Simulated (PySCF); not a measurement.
NMR data simulated for an unnamed compound:

1H NMR (300 MHz, computed): δ 6.86 (q, 1H), 6.22 (m, 1H), 5.38 (m, 1H), 5.24 (m, 1H), 4.27 (s, 3H), 4.14 (d, 3H), 3.21 (d, 2H).

13C{1H} NMR (computed): δ 166.9 (C), 144.2 (CH), 141.3 (CH), 120.4 (CH2), 60.3 (CH2).

Method: NMR shieldings at PBE0/pcSseg-1/GIAO, structure optimised with GFN2-xTB, in PySCF 2.14 (fast rotation and ring inversion assumed for equivalent nuclei, no solvent, one conformer, non-relativistic Hamiltonian).

Shifts are taken against calculated references (same method and geometry level): TMS for 1H, 13C.

Which of these does the molecule contain: an S-methyl group, a vinyl group CH=CH2, a methoxy group, a carboxylic acid, a Si–H bond, a non-aromatic C=C double bond?

Answers


- An S-methyl group: no.
- A vinyl group CH=CH2: yes (δC 120.4, 144.2; δH 5.24 (m), 5.38 (m), 6.22 (m)).
- A methoxy group: no.
- A carboxylic acid: no.
- A Si–H bond: yes (δH 4.27 (s)).
- A non-aromatic C=C double bond: yes.

The data belong to `InChI=1S/C5H12Si2/c1-2-3-5(7)4-6/h2,4H,1,3H2,6-7H3/b5-4-`; they needn't prove each group on their own.

Carbon signals by region: 1 in the far downfield region (above 160 ppm), 3 in the sp2 and nitrile region (100–160 ppm), 1 at 50–100 ppm. Above 160 ppm: 166.9, fully substituted alkene carbon.

Shifts are as computed. Against solution values, carbons near 30 ppm lie about +3 ppm off and those near 130 ppm about +5 ppm. Of 1309 compounds with measured shifts, 239 miss one by over three times the rms of a fit or turn the order of signals round; such compounds aren't used in these exercises. No couplings were computed; multiplicities are counted from neighbouring protons, with m where these are inequivalent, close in shift, in a saturated or five-membered ring or joined by F or P, and br s for small geminal =CH2 splittings.
